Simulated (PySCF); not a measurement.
AlBr3, singlet, geometry from GFN2-xTB (such geometries of metal compounds can be far from the true shape); DF-PBE0/6-31G (PySCF).

The PySCF input:
```python
from pyscf import gto, scf, dft

mol = gto.M(
    atom='''
Al   -0.000000   -0.000000    0.000000
Br   -1.799075   -1.338900   -0.104486
Br   -0.015451    1.984855   -1.048978
Br    1.814526   -0.645954    1.153464
''',
    basis='6-31g',
    charge=0,
    spin=0,
    verbose=5,
)

mf = dft.RKS(mol)
mf.xc = 'pbe0'
mf = mf.density_fit(auxbasis='def2-universal-jkfit')
mf.kernel()
mf.analyze()
```

Problem. Predict the main parts of the log of this PySCF run.

Solution. 
```
PySCF version 2.14.0

[INPUT] verbose = 5
[INPUT] max_memory = 4000
[INPUT] num. atoms = 4
[INPUT] num. electrons = 118
[INPUT] charge = 0
[INPUT] spin (= nelec alpha-beta = 2S) = 0
[INPUT] symmetry False subgroup None
[INPUT] Mole.unit = angstrom
[INPUT] Symbol           X                Y                Z      unit          X                Y                Z       unit  Magmom
[...]
[INPUT] ---------------- BASIS SET ----------------
[INPUT] l, kappa, [nprim/nctr], expnt,             c_1 c_2 ...
[INPUT] Br
[...]
                                17074.44          0.01316744
                                3889.576          0.06504553
                                1097.096          0.2269505
                                352.0624          0.4768357
                                120.7002          0.3583677
[...]
                                589.3838          0.02994853
                                191.8738          0.1256009
                                72.95339          -0.0009832786
                                30.05839          -0.6013141
                                12.52927          -0.4913983
[...]
                                38.58948          0.05542122
                                16.37818          0.26812
                                7.221836          -0.1543606
                                3.263697          -0.7206306
                                1.465499          -0.3316437
[...]
                                0.754705          -0.2152659
                                0.300514          -0.9633941
[...]
                                589.3838          0.02995979
                                191.8738          0.1318228
                                72.95339          0.3432708
                                30.05839          0.4642345
                                12.52927          0.2079387
[...]
                                38.58948          -0.03041432
                                16.37818          0.04602725
                                7.221836          0.3650689
                                3.263697          0.4949232
                                1.465499          0.2090394
[...]
                                0.754705          0.3503065
                                0.300514          0.7182446
[...]
                                17.31284          0.3707384
                                5.607915          0.7097628
[...]
[INPUT] Al
[...]
[...]
converged SCF energy = -7962.90641492341
Total Energy =                       -7962.906414923405464
[...]
2 Br 5px         0.00010   0.00012  -0.00778   0.00711
2 Br 5py        -0.00132  -0.01601   0.01453   0.01829
2 Br 5pz         0.00070   0.00846  -0.01112  -0.00641
2 Br 3dxy        0.00184  -0.00033   0.00118  -0.00102
2 Br 3dyz       -0.00054  -0.00144   0.00188   0.00143
2 Br 3dz^2      -0.00093   0.00005  -0.00000   0.00072
2 Br 3dxz        0.00345  -0.00055  -0.00057   0.00060
2 Br 3dx2-y2     0.00080  -0.00204   0.00134   0.00187
2 Br 4dxy        0.37520  -0.06538   0.24125  -0.21105
2 Br 4dyz       -0.11311  -0.33649   0.40625   0.31387
2 Br 4dz^2      -0.18998  -0.00347   0.00530   0.15440
2 Br 4dxz        0.70314  -0.10787  -0.12029   0.12076
2 Br 4dx2-y2     0.15939  -0.45096   0.29104   0.40047
3 Br 1s          0.00000   0.00001  -0.00000   0.00002
3 Br 2s         -0.00001  -0.00001  -0.00000   0.00000
3 Br 3s          0.00004   0.00044  -0.00014   0.00047
3 Br 4s          0.00010  -0.00021   0.00046  -0.00154
3 Br 5s         -0.00069   0.01730  -0.00988   0.03315
3 Br 2px         0.00000  -0.00002   0.00000  -0.00003
3 Br 2py         0.00000   0.00001  -0.00002   0.00001
3 Br 2pz        -0.00000  -0.00001   0.00001  -0.00002
3 Br 3px        -0.00000   0.00020  -0.00001   0.00029
3 Br 3py        -0.00001  -0.00007   0.00016  -0.00006
3 Br 3pz         0.00000   0.00013  -0.00009   0.00016
3 Br 4px         0.00001  -0.00000  -0.00026  -0.00070
3 Br 4py        -0.00014   0.00000  -0.00087  -0.00004
3 Br 4pz         0.00005  -0.00000   0.00034  -0.00030
3 Br 5px         0.00029  -0.01466   0.00109  -0.02187
3 Br 5py        -0.00109   0.00521  -0.01146   0.00449
3 Br 5pz         0.00036  -0.00932   0.00650  -0.01217
3 Br 3dxy       -0.00124  -0.00148   0.00141  -0.00102
3 Br 3dyz        0.00146  -0.00009   0.00115  -0.00048
3 Br 3dz^2       0.00089   0.00025  -0.00031  -0.00040
3 Br 3dxz       -0.00009   0.00155  -0.00060   0.00228
3 Br 3dx2-y2     0.00010   0.00141   0.00065   0.00192
3 Br 4dxy       -0.25281  -0.32030   0.29360  -0.22147
3 Br 4dyz        0.29732  -0.03816   0.24080  -0.11108
3 Br 4dz^2       0.18161   0.04051  -0.06185  -0.08782
3 Br 4dxz       -0.02011   0.35825  -0.13127   0.49428
3 Br 4dx2-y2     0.01864   0.31394   0.12893   0.41086
 ** Mulliken pop on meta-lowdin orthogonal AOs  **
 ** Mulliken pop  **
 ** Mulliken atomic charges  **
charge of    0Al =      0.58009
charge of    1Br =     -0.19336
charge of    2Br =     -0.19336
charge of    3Br =     -0.19336
Dipole moment(X, Y, Z, Debye):  0.00000,  0.00000, -0.00000
```
